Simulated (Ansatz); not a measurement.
Species: C2H4N, charge 0, doublet. C2H4N (SMILES N([CH2])=C, doublet).
B3LYP-D3(BJ)/def2-TZVP minimum from Ansatz (a program for electronic structure):
```
N
C 1 1.3156
C 1 1.3156 2 119.76
H 2 1.0827 1 118.95 3 -180.00
H 3 1.0827 1 118.95 2 -180.00
H 3 1.0937 5 118.71 1 -180.00
H 2 1.0937 4 118.71 1 -180.00
```
Charge 0, spin multiplicity 2.

Total energies in cc-pVDZ, 17 correlated electrons, 3 frozen orbitals. UHF or UKS for unpaired electrons; spin-orbit terms are left out. Cores are frozen in correlated methods. No relativity. The UHF reference of C2H4N ([CH2]N=C, doublet) is spin-contaminated (<S^2> up to 0.21 over the pure value in the sets run).

| method | program | energy (Eh) | minus CCSDT(Q) (mEh) |
|---|---|---|---|
| HF | Ansatz | -132.46893 | 454.55 |
| MP2 | Ansatz | -132.86002 | 63.46 |
| CCSD | Ansatz | -132.90665 | 16.83 |
| CCSD(T) | Ansatz | -132.92096 | 2.52 |
| CCSDT(Q) | Ansatz | -132.92348 | 0.00 |

Rough core times of Ansatz's runs on a shared machine: CCSD(T) under 20 s, CCSDT(Q) 3 min.
